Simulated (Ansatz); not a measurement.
Computed with frozen-core CCSD(T)/cc-pVDZ // PBE0-D4/def2-SVP (Ansatz, an electronic-structure program). The restricted HF reference is unstable towards unrestricted orbitals.

Ansatz 0.2 input:
```yaml
crystal:
  periodic: [false, false, false]
  atoms:
    - { symbol: B, position_ang: [2.92136, -1.421692, 0.408618] }
    - { symbol: C, position_ang: [1.801696, -0.405994, 0.122041] }
    - { symbol: C, position_ang: [2.103103, 0.932366, -0.244719] }
    - { symbol: C, position_ang: [1.113071, 1.86236, -0.506472] }
    - { symbol: C, position_ang: [-0.218903, 1.44537, -0.399356] }
    - { symbol: S, position_ang: [-1.635765, 2.416565, -0.67451] }
    - { symbol: C, position_ang: [-2.667856, 1.091023, -0.315549] }
    - { symbol: C, position_ang: [-2.01312, -0.076428, 0.009316] }
    - { symbol: B, position_ang: [-2.781355, -1.353342, 0.356308] }
    - { symbol: C, position_ang: [-0.574242, 0.124801, -0.037959] }
    - { symbol: C, position_ang: [0.455393, -0.787436, 0.219165] }
    - { symbol: H, position_ang: [4.08312, -1.092986, 0.325062] }
    - { symbol: H, position_ang: [2.645581, -2.557893, 0.720062] }
    - { symbol: H, position_ang: [3.151579, 1.231593, -0.321052] }
    - { symbol: H, position_ang: [1.360212, 2.888168, -0.78733] }
    - { symbol: H, position_ang: [-3.749068, 1.230382, -0.359833] }
    - { symbol: H, position_ang: [-3.990341, -1.335511, 0.344902] }
    - { symbol: H, position_ang: [-2.207775, -2.378387, 0.64125] }
    - { symbol: H, position_ang: [0.203312, -1.81296, 0.500056] }
basis:
  gaussian: { orbitals: cc-pVDZ }
correlation:
  method: ccsd_t
```

Output:

```
Functional definition: HF
1858 factors; integrals over basis functions are off by at most 1.1e-3 eV
mean field evaluation 1: about -20525.2343 eV, gradient 3.9e1 eV
mean field evaluation 2: about -20525.7122 eV, gradient 3.9e1 eV
mean field evaluation 4: about -20531.1231 eV, gradient 7.3e0 eV
mean field evaluation 8: about -20531.3122 eV, gradient 4.6e-1 eV
mean field evaluation 16: about -20525.2342 eV, gradient 3.9e1 eV
mean field -20531.31443153 eV, -754.5118887338 hartree, gradient 1.7e-6 eV, S^2 0.000000; 0 other end points of the search recorded, 0 dependent functions left out; unrestricted orbitals would lower it
15 core orbitals not correlated
reference -20531.31443153 eV, -754.5118887338 hartree; 26, 26 occupied and 157, 157 virtual orbitals, 1858 factors
second order -36.15110338 eV of doubles, -0.00000000 eV of singles
cycle   1  -36.49205799 eV  change   -3.4e-1 eV  update   1.6e-1
cycle   2  -37.65279149 eV  change    -1.2e0 eV  update   5.1e-2
cycle   3  -37.90662132 eV  change   -2.5e-1 eV  update   2.4e-2
cycle   4  -37.90047152 eV  change    6.1e-3 eV  update   6.7e-3
cycle   5  -37.90072319 eV  change   -2.5e-4 eV  update   4.1e-3
cycle   6  -37.90164288 eV  change   -9.2e-4 eV  update   1.5e-3
cycle   7  -37.90081195 eV  change    8.3e-4 eV  update   7.8e-4
cycle   8  -37.90066509 eV  change    1.5e-4 eV  update   3.2e-4
cycle   9  -37.90072881 eV  change   -6.4e-5 eV  update   1.3e-4
cycle  10  -37.90069095 eV  change    3.8e-5 eV  update   4.1e-5
perturbative correction -1.77840204 eV, -0.0653550696 hartree
Total energy: -20570.99352452 eV, -755.9700685058 hartree
```

Cost: roughly 6 core-minutes.
